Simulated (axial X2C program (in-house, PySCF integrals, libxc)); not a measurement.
**OSeO: properties at the nuclei**

Computed with an axial X2C code built on PySCF integrals: two-component X2C with atomic mean-field Coulomb and Gaunt terms, Gaussian nuclei, basis O dyall-av3z, Se dyall-v3z with contracted cores.

O–Se–O held linear, with bonds 1.655 and 1.655 Å (near the PBE0 minimum at charge 0 of the determinant lowest at the starting distance; the state shown can have its own minimum elsewhere, held linear; other orders of the atoms were not compared).

Input and command:
```json
{"zs": [8, 34, 8], "q": 0, "bas": ["dyall-av3z", "dyall-v3z", "dyall-av3z"], "r0": [1.64, 1.64], "symm": 1, "scan": ["PBE0", "HF", "r2SCAN"], "levels": ["PBE0", "HF", "BHandHLYP"], "nst": 2}
```
```bash
python solin.py task.json out
```

Keys: zs atomic numbers; q charge; bas basis sets; r0 starting distance in Å; symm equal bonds; scan levels of the two-bond scan; levels methods; nst determinants followed.

Determinant lowest in the PBE0 search, Ω = 0 (closed shell), highest spinor 62% O p, 17% Se d, 10% O s:

```tsv
level	qzz O (a.u.)	qzz Se (a.u.)
PBE0	-1.24	-1.99
HF	-1.40	-2.60
BHandHLYP	-1.33	-2.12
```

qzz is the electric field gradient, eQq0 = 234.96 MHz × Q/barn × qzz. The operators were transformed with the bare-nucleus X2C matrices; with these basis sets, hyperfine constants and field gradients can be off by tens of per cent, and where levels differ in sign neither size nor sign is settled.

**Question.** With Q(17O) = -0.02558 barn (Q from Pyykkö, Mol. Phys. 2018), turn the PBE0 values of the first state into constants in MHz.

**Answer.** eQq0(17O) = 234.96 × (-0.02558) × (-1.24) = 7.45 MHz.

The molecule was held linear; bending was not examined, so a bent shape may lie lower.

Each state is one determinant with collinear spin. At HF a later determinant lies lower. The search compared states at one distance, so a state with another bond length can lie lower. Further determinants of the search, some of them spin-mixed, are not shown.
